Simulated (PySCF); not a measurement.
# Radial density of Si³⁺ (silicon, charge +3)

M06-L, [Ne] 3s1, 2S determinant. Computed with PySCF 2.14 in cc-pVDZ-DK (4s3p1d, 18 functions), with the spin-free X2C one-electron Hamiltonian (Gaussian nucleus).

```
r (bohr)  4πr²ρ (e/bohr)  4πr²(ρα − ρβ)
 0.00161         0.06448         0.0002
 0.00271          0.1732         0.0006
 0.00456          0.4465         0.0014
 0.00768           1.124         0.0035
  0.0129           2.687         0.0084
  0.0217           5.855         0.0177
  0.0365           10.84         0.0307
  0.0614           15.36         0.0351
   0.103           14.39         0.0109
   0.174           9.801        -0.0077
   0.292           12.16         0.0703
   0.492           13.40         0.0734
   0.827           4.875         0.0400
    1.39          0.9292         0.6012
    2.34          0.4062         0.4050
    3.94         0.01212         0.0121
    6.62       1.583e-05         0.0000
```

Densities and radii are taken from the X2C orbitals without a picture-change correction, which distorts them close to the nucleus.

(1) Where is the radial spin density 4πr²(ρα − ρβ) most negative, and why is it negative at all?

Answers

(1) Around r = 0.174 bohr, down to -0.0077 e/bohr: exchange with the open shell polarises the paired shells in an unrestricted calculation.
